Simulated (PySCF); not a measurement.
C$_{2}$H$_{3}$, doublet, at a GFN2-xTB geometry. Base run: B3LYP/STO-3G (PySCF).

PySCF was given this input:
```python
from pyscf import gto, scf, dft

mol = gto.M(
    atom='''
C     0.052544   -0.574335   -0.017338
C     0.036991    0.712736    0.021975
H    -0.843871   -1.201497   -0.040558
H     0.974659   -1.139616   -0.030490
H    -0.667997    1.510703    0.043223
''',
    basis='sto-3g',
    charge=0,
    spin=1,
    verbose=3,
)

mf = dft.UKS(mol)
mf.xc = 'b3lyp'
mf.kernel()
mo_i, mo_e, stable_i, stable_e = mf.stability(internal=True, external=False, return_status=True, nroots=6, tol=1e-6)
print('internally stable:', stable_i, ' externally stable:', stable_e)
if not stable_i:
    umf = mf.copy()
    umf.scf_summary = {}
    umf.kernel(umf.make_rdm1(mo_i, mf.mo_occ))
```

The bond that is stretched is that between atoms 4 and 1. A test that says stable can miss a lower solution.

Each row names what was changed in the base input (with any setting that the change needs).

```
change       ΔE vs base (kcal/mol)  <S^2>                      stability test says
-----------  ---------------------  -----  ---------------------------------------
base                         0.000  0.765  internally stable (external not tested)
bond × 1.25                  18.65  0.767  internally stable (external not tested)
bond × 1.5                   54.46  0.789  internally stable (external not tested)
bond × 1.8                    88.3  0.925  internally stable (external not tested)
bond × 2.2                   105.7  0.976  internally stable (external not tested)
bond × 3.0                   110.9  0.753                     internal instability
```

On stretching, the SCF can end on different states; <S^2> shows the spin contamination of each.
